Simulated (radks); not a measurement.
Ar, configuration [Ar]. Calculated with a radial shooting solver on a logarithmic mesh with Libxc functionals: Dirac Kohn-Sham, OLYP, spin-unpolarised, spherical densities, point nucleus.

Spin-orbit splittings of the eigenvalues, e(l+1/2) - e(l-1/2), with zeta = 2 splitting/(2l+1) and mean radii in bohr:

shell  occ.  splitting (eV)  zeta (eV)  <r> j=l-1/2  <r> j=l+1/2
2p        6           2.237      1.491       0.3743       0.3767
3p        6          0.1737     0.1158        1.653        1.664
